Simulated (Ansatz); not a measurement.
Coupled-cluster diagnostics for W(NH)2(NH2)2 (WN₄H₆), Ansatz.

Geometry of the singlet (r2SCAN-D4/def2-SVP):

```xyz
11

N     1.260    0.751   -1.187
N     0.206   -1.872   -0.123
N    -1.679    0.393   -0.695
N     0.539    0.479    1.714
W     0.135   -0.103   -0.121
H     2.002    0.854   -1.874
H     0.536   -2.794   -0.393
H    -2.493   -0.210   -0.612
H    -1.909    1.243   -1.202
H     0.994    1.356    1.951
H     0.410   -0.098    2.541
```

In the def2 sets W takes a core potential; there is no spin–orbit coupling. Correlated methods freeze 4 core orbitals; core or outer-core shells of W are correlated, in sets that lack core-valence functions. Another isomer (singlet) lies 0.06 eV lower at PBE0-D4/def2-TZVP; other spin states weren't run for this one.

Q: Estimate the CCSD(T) correlation energy, the shares of MP2 and (T), T1 and the reference's ⟨S²⟩ for: charge 0, singlet, own geometry in def2-SVP; and the rough time on 2 threads of Intel Xeon 6975P-C on a shared host.

A: 
```csv
state,basis,correlation (eV),MP2 share (%),(T) share (%),T1,⟨S²⟩ (pure),wall time
"charge 0, singlet, own geometry",def2-SVP,-30.114,97.7,4.6,0.020,0.00 (0.00),9 s
```
Customary marks for T1 are 0.02 (closed shells), 0.045 (open shells) and about 0.05 (3d metals). T1 exceeds 0.02 in 1 of 1 rows and 0.045 in 0; the higher it lies, the less the single-reference result can be trusted.
